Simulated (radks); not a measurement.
The numbers below are computed, except where a source is named.
Problem. Ionisation of the sulfur ion S+, [Ne] 3s2 3p3, to S2+, [Ne] 3s2 3p2, under several functionals. Scalar-relativistic Kohn-Sham, spin-polarised, spherical densities, point nucleus; open shells are filled with parallel spins first; a radial shooting solver on a logarithmic mesh with Libxc functionals. Known Delta-SCF values: BLYP 23.066 eV. What does LDA (Slater exchange, Perdew-Wang correlation) give, and what is its highest occupied eigenvalue?

Solution. 23.327 eV by Delta-SCF; the 3p eigenvalue is -17.871 eV. NIST: 23.338 eV (measured).
